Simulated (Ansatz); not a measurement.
Reaction (formal exchange of groups at a B–O bond): `COB(O)Br` + `FCS` → `COB(F)Br` + `OCS`

Calculated with Ansatz (gas phase, PBE0-D4/def2-TZVP geometries, no zero-point term in ΔE). CCSD(T)/CBS adds triple-zeta CCSD(T) − MP2 to the extrapolated MP2 energy (def2 sets, frozen cores). DFT in def2-TZVPP. For Br outer-core shells are correlated without core-valence functions, which leaves a few kJ/mol of doubt a bond. Scalar relativity is left out up to krypton. One conformer a species, not always the lowest.

```tsv
level	ΔE (kcal/mol)	difference from CCSD(T)/CBS
r2SCAN-D4	0.4	1.1
r2SCAN0-D4	0.0	0.7
B2PLYP	-0.3	0.4
BLYP	0.3	1.0
PBE0	-0.1	0.6
CAM-B3LYP	-0.1	0.6
HF/def2-SVP	-0.4	0.3
MP2/def2-SVP	-1.1	-0.4
CCSD(T)/def2-SVP	-0.9	-0.2
SCS-MP2/def2-TZVPP	-0.7	0.0
CCSD(T)/CBS	-0.7	0
```

Largest T1 diagnostic among the species: 0.011.

Leaving LDA and LC-ωPBE aside and taking each functional with its dispersion term where it has one, the values, not all of them listed here, spread over 1.0 kcal/mol, from PBE-QIDH to r2SCAN-D4.
